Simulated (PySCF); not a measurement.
## [AuH2]− at several levels of theory

Computed with PySCF 2.14.0 (density fitting, no spin-orbit coupling) at the geometry relaxed with PBE0:

```xyz
3
[AuH2]− (singlet)
Au    0.0000    0.0000    0.0000
H     0.0000    0.0000    1.6665
H     0.0000    0.0000   -1.6665
```

```csv
level,basis,state,HOMO (eV),gap (eV),charge on Au1 (e),dipole about the centre of mass (D),largest force component (eV/Å)
PBE0,"Au def2-SVP with ECP60, H def2-SVP",singlet,-1.14,6.19,-0.56,0.00,0.00
BP86,the same,singlet,-0.20,4.60,-0.61,0.00,0.11
B3LYP,the same,singlet,-0.97,5.78,-0.58,0.00,0.12
r2SCAN,the same,singlet,-0.31,5.14,-0.55,0.00,0.06
HF,the same,singlet,-3.70,10.86,-0.38,0.00,0.36
PBE0,"Au x2c-SVPall, H x2c-SVPall",singlet,-1.10,6.93,-0.81,0.00,0.23
```

Charges are Mulliken's, which hang on the basis. The relaxation used the grid (50, 194), these runs (75, 302) or, all-electron (x2c bases, spin-free X2C Hamiltonian), (99, 590).

Question: What does PBE0 with Au def2-TZVP with ECP60, H def2-TZVP give here?

Answer: state singlet, HOMO (eV) -1.31, gap (eV) 5.98, charge on Au1 (e) -0.51, dipole about the centre of mass (D) 0.00, largest force component (eV/Å) 0.09. Time: 2.8 s on 2 threads of Arm Neoverse V1, on a shared host, from free ions and atoms.

In the first row's basis the gap widens with exact exchange: 4.6 to 5.1 eV for BP86, r2SCAN (none); 5.8 to 6.2 eV for B3LYP, PBE0 (a fixed share); 10.9 eV for Hartree–Fock (rising or full at long range).
